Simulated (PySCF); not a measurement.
Dipole response of Hg⁺ (mercury, charge +1)

[Xe] 4f14 5d10 6s1, 2S determinant. Computed with PySCF 2.14 in x2c-TZVPPall with one added diffuse shell each of s, p, d, f type (12s8p8d4f1g, 113 functions), with the spin-free X2C one-electron Hamiltonian (Gaussian nucleus). Coupled (time-dependent) response in atomic units; α is the mean over directions.

| method | mean α (bohr³) | C₆ (like pair) | S(−4) |
| --- | --- | --- | --- |
| PBE0 | 19.92 | 149.3 | 161.9 |

S(−4) is the Cauchy moment in α(ω) = α(0) + S(−4) ω² + …

α(iu) at PBE0:

```
u (hartree)  α(iu) (bohr³)
          0          19.92
     0.0500          19.53
      0.100          18.49
      0.200          15.60
      0.300          12.93
      0.500          9.319
      0.750          6.779
       1.00          5.245
       1.50          3.469
       2.00          2.481
       3.00          1.448
       5.00         0.6639
```

A single London oscillator, α(iu) = α/(1 + u²/ω²), gives C₆ = (3/4) ω α². Matching the computed C₆ needs ω = 4 × 149.3 / (3 × 19.92²) = 0.502 hartree.

For an ion, C₆ is the dispersion term alone; charge-induced terms of lower order in 1/R come first.

Spin-orbit coupling, which splits the p, d and f shells strongly at this Z, is absent.
